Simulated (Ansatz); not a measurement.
Consider the ligand exchange at a B–O bond: `CBO[SiH](O)F` + `NBN` → `CBNBN` + `O[SiH](O)F`.

Gas-phase electronic energies from Ansatz, PBE0-D4/def2-TZVP geometries. CCSD(T)/CBS is the MP2 limit (def2-TZVPP, def2-QZVPP) plus CCSD(T) − MP2 in def2-TZVPP, frozen cores. This one scheme is used for every species. Functionals use def2-TZVPP. One conformer a species, not always the lowest.

| level | ΔE (kcal/mol) |
| --- | --- |
| PBE0-D4 | 2.7 |
| HF/CBS(def2) | 6.0 |

(1) What does CCSD(T)/CBS give? (Estimate.)

Largest T1 diagnostic among the species: 0.012.

Results:

(1) Ansatz gave: +2.8 kcal/mol. The listed levels differ from it by -0.1, 3.2 kcal/mol.

In def2-TZVPP, CCSD(T) changes the Hartree–Fock value by −3.0 kcal/mol (the triples alone add −0.4 kcal/mol) and MP2 by −3.2 kcal/mol.
